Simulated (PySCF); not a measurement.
Computed NMR parameters against published values

Mapped SMILES: `[CH3:1][S:2][c:3]1[cH:4][cH:5][cH:6][cH:7][cH:8]1` (H(Xn): hydrogen on atom n).

Published estimates (parent shift plus substituent increments) and measurements: δ $^{13}$C C3 138.7; C5/C7 128.9; C4/C8 126.7; C6 124.9 ppm (estimated from measurements, as parent shift plus tabulated substituent increment; solution, CCl4; Levy, Lichter, Nelson pp. 111-112; Breitmaier, Voelter pp. 256-258, as tabulated by Wired Chemist).
δ $^{13}$C C5/C7 128.7; C4/C8 126.6; C6 124.9; δ $^{1}$H H(C4)/H(C8) 7.26; H(C5)/H(C7) 7.24; H(C6) 7.10 ppm (estimated from measurements, as parent shift plus tabulated substituent increment; solution, not stated per compound (mostly CDCl3 or CCl4); Pretsch, Buehlmann, Badertscher, Structure Determination of Organic Compounds, 4th ed. (2009)).

Theoretical values (PySCF 2.14): PBE0-D3(BJ)/def2-TZVP structure, shieldings: GIAO B97-2/pcSseg-2. Isolated molecule, averaged over atoms made equivalent by symmetry, fast rotation or ring inversion, one computed conformer, relativity neglected.

(1) What does the calculation give, and how does it compare?

(2) How far are the unscaled $^{13}$C shifts from the references?

(3) How far are the unscaled $^{1}$H shifts from the references?

Results:

(1) 
Reference values: estimated from measurements, as parent shift plus tabulated substituent increment (solution, CCl4; Levy, Lichter, Nelson pp. 111-112; Breitmaier, Voelter pp. 256-258, as tabulated by Wired Chemist).
```tsv
atoms	quantity	reference	computed	computed, scaled
C3	δ $^{13}$C	138.7	150.7	139.6
C5/C7	δ $^{13}$C	128.9	135.3	128.6
C4/C8	δ $^{13}$C	126.7	129.3	122.7
C6	δ $^{13}$C	124.9	128.9	122.4
```

Reference values: estimated from measurements, as parent shift plus tabulated substituent increment (solution, not stated per compound (mostly CDCl3 or CCl4); Pretsch, Buehlmann, Badertscher, Structure Determination of Organic Compounds, 4th ed. (2009)).
```
      atoms    quantity  reference  computed  computed, scaled
      C5/C7  δ $^{13}$C      128.7     135.3             128.6
      C4/C8  δ $^{13}$C      126.6     129.3             122.7
         C6  δ $^{13}$C      124.9     128.9             122.4
H(C4)/H(C8)   δ $^{1}$H       7.26      7.32              7.02
H(C5)/H(C7)   δ $^{1}$H       7.24      7.51              7.20
      H(C6)   δ $^{1}$H       7.10      7.26              6.96
```

Computed shifts are σ(ref) − σ with the named reference compound (TMS for H and C) calculated as an isolated molecule at the same level. The measured values may be among those fitted. Expected solution values come from regression of measured δ (H and C: mostly CDCl3, vs TMS) on computed σ: $^{13}$C (scatter 2.0 ppm rms, 2.1 ppm with the 3 outliers that the fit left out, with a fitted term for attached S); $^{1}$H (scatter 0.14 ppm rms, 0.16 ppm with the 5 outliers that the fit left out). A few per cent of atoms miss by over 2 rms, more outside the fitted compound classes.

(2) Mean signed difference +5.47 ppm, mean absolute 5.47 ppm over 7 comparisons; the largest is +12.0 ppm at C3 (aromatic carbon bearing sulfur).

(3) Mean signed difference +0.16 ppm, mean absolute 0.16 ppm over 3 comparisons; the largest is +0.27 ppm at H(C5)/H(C7) (hydrogen on an aromatic CH).
